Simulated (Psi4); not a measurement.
C₄H₅ (SMILES [CH2]C#CC), doublet, geometry from GFN2-xTB; CISD/def2-SV(P) (Psi4).

Here is a job for Psi4.
```
memory 2 GB

molecule mol {
0 2
  C    -0.016699   -0.144733    2.054516
  C    -0.005726   -0.050217    0.705697
  C     0.004207    0.034133   -0.513104
  C     0.015858    0.137252   -1.950679
  H    -0.945061   -0.199820    2.594000
  H     0.902734   -0.165853    2.611411
  H    -0.000598    1.187288   -2.252760
  H     0.917223   -0.323779   -2.357243
  H    -0.860138   -0.356451   -2.373990
}

set basis def2-sv(p)
set reference uhf

energy('cisd')
print_variables()
```

Output, abridged:

```
Traceback (most recent call last):
  File "psi4", line 375, in <module>
  File "<string>", line 30, in <module>
  File "site-packages/psi4/driver/driver.py", line 461, in energy
  File "site-packages/psi4/driver/task_planner.py", line 255, in task_planner
  File "site-packages/psi4/driver/driver_util.py", line 222, in negotiate_derivative_type
  File "site-packages/psi4/driver/driver_util.py", line 355, in highest_analytic_derivative_available

psi4.driver.p4util.exceptions.MissingMethodError: Method=cisd is not available for any derivative level under conditions CI_TYPE=CONV, REFERENCE=UHF, FREEZE_CORE=FALSE, QC_MODULE=(auto). See https://psicode.org/psi4manual/master/introduction.html#ss-cisd. Or did you mean? ccd ccsd cisdt cisdtq qcisd lccsd ci2 ci3 ci4 ci5 ci6 ci7 ci8 ci9 ci10 ci11 ci12 ci13 ci14 ci15 ci16 ci17 ci18 ci19 ci20 ci21 ci22 ci23 ci24 ci25 ci26 ci27 ci28 ci29 ci30 ci31 ci32 ci33 ci34 ci35 ci36 ci37 ci38 ci39 ci40 ci41 ci42 ci43 ci44 ci45 ci46 ci47 ci48 ci49 ci50 ci51 ci52 ci53 ci54 ci55 ci56 ci57 ci58 ci59 ci60 ci61 ci62 ci63 ci64 ci65 ci66 ci67 ci68 ci69 ci70 ci71 ci72 ci73 ci74 ci75 ci76 ci77 ci78 ci79 ci80 ci81 ci82 ci83 ci84 ci85 ci86 ci87 ci88 ci89 ci90 ci91 ci92 ci93 ci94 ci95 ci96 ci97 ci98

Printing out the relevant lines from the Psithon --> Python processed input file:
      H    -0.860138   -0.356451   -2.373990
    ""","mol")
    core.IO.set_default_namespace("mol")
    core.set_global_option("BASIS", "def2-sv(p)")
    core.set_global_option("REFERENCE", "uhf")
--> energy('cisd')
    print_variables()

!----------------------------------------------------------------------------------!
!                                                                                  !
!  Method=cisd is not available for any derivative level under conditions          !
!     CI_TYPE=CONV, REFERENCE=UHF, FREEZE_CORE=FALSE, QC_MODULE=(auto). See        !
!     https://psicode.org/psi4manual/master/introduction.html#ss-cisd. Or did you  !
!     mean? ccd ccsd cisdt cisdtq qcisd lccsd ci2 ci3 ci4 ci5 ci6 ci7 ci8 ci9 ci10 !
!     ci11 ci12 ci13 ci14 ci15 ci16 ci17 ci18 ci19 ci20 ci21 ci22 ci23 ci24 ci25   !
!     ci26 ci27 ci28 ci29 ci30 ci31 ci32 ci33 ci34 ci35 ci36 ci37 ci38 ci39 ci40   !
!     ci41 ci42 ci43 ci44 ci45 ci46 ci47 ci48 ci49 ci50 ci51 ci52 ci53 ci54 ci55   !
!     ci56 ci57 ci58 ci59 ci60 ci61 ci62 ci63 ci64 ci65 ci66 ci67 ci68 ci69 ci70   !
!     ci71 ci72 ci73 ci74 ci75 ci76 ci77 ci78 ci79 ci80 ci81 ci82 ci83 ci84 ci85   !
!     ci86 ci87 ci88 ci89 ci90 ci91 ci92 ci93 ci94 ci95 ci96 ci97 ci98             !
!                                                                                  !
!----------------------------------------------------------------------------------!
```

The program refused the input.
